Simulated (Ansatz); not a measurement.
The cluster K₄⁺. Charge 1, multiplicity 2. Geometry B3LYP/def2-TZVP; atoms count from 1.

Cartesian coordinates in Å:
```
K -1.0199 1.0066 -3.8949
K -1.9583 0.2142 0.6186
K 1.9845 -0.1067 -0.5790
K 0.9937 -1.1140 3.8553
```

The structure comes from a short search, and lower isomers may exist.

Q: Estimate the Mulliken populations from the PBE0/def2-TZVP orbitals of Ansatz.

A: 
```json
{"atom": "K1", "charge (e)": "0.23", "spin (α − β)": "0.54"}
{"atom": "K2", "charge (e)": "0.27", "spin (α − β)": "-0.04"}
{"atom": "K3", "charge (e)": "0.27", "spin (α − β)": "-0.04"}
{"atom": "K4", "charge (e)": "0.23", "spin (α − β)": "0.53"}
```
Mulliken values and Mayer orders depend strongly on the basis.

Q: Where does the spin sit?

A: Summed by element: K 1.00, of 1 unpaired in all. Largest on single atoms: K1 0.54, K4 0.53, K3 -0.04.

Q: And the Mayer bond orders between bonded heavy atoms (over 0.3)?

A: K2–K3 0.43 (4.13 Å); K2–K4 0.30 (4.58 Å).
